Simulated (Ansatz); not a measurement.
Consider the formal exchange of groups at the Se–C bond: `B[Se]C` + `CC` → `B[Se]CC` + CH₄.

Calculated with Ansatz (gas phase, PBE0-D4/def2-TZVP geometries, no zero-point term in ΔE). CCSD(T)/CBS is the MP2 limit (def2-TZVPP, def2-QZVPP) plus CCSD(T) − MP2 in def2-TZVPP, frozen cores. This one scheme is used for every species. DFT in def2-TZVPP. B3LYP here is the variant with VWN-RPA as its local correlation; programs differ in this. For Se outer-core shells are correlated without core-valence functions, which leaves a few kJ/mol of doubt a bond. Scalar relativity is left out up to krypton. Each species was taken in one conformer, which may not be the lowest.

(1) Is it downhill or uphill in electronic energy at CCSD(T)/CBS, and by how much? (Estimate.)

(2) What do these levels give: PBE-D4, r2SCAN-D4, B3LYP-D4, ωB97X-V, ωB97M-V, r2SCAN, PBE0, MP2/def2-TZVPP, CCSD(T)/def2-TZVPP, SCS-MP2/def2-QZVPP, HF/CBS(def2), CCSD/CBS(def2)? (Estimate.)

Largest T1 diagnostic among the species: 0.013.

## Answers

(1) Computed: Downhill: ΔE = -12.7 kJ/mol.

(2) Computed: PBE-D4 -11.1, r2SCAN-D4 -11.7, B3LYP-D4 -11.1, ωB97X-V -9.7, ωB97M-V -10.4, r2SCAN -10.8, PBE0 -7.3, MP2/def2-TZVPP -14.3, CCSD(T)/def2-TZVPP -11.6, SCS-MP2/def2-QZVPP -12.1, HF/CBS(def2) -3.3, CCSD/CBS(def2) -11.1 kJ/mol.

The D4 term adds −5.1 kJ/mol with B3LYP and −2.9 kJ/mol with PBE0; it sums over pairs of atoms, weighted by their polarisabilities, and B3LYP, whose exchange is more repulsive, gets the larger term. In def2-TZVPP, CCSD(T) changes the Hartree–Fock value by −8.1 kJ/mol (the triples alone add −1.6 kJ/mol) and MP2 by −10.8 kJ/mol.
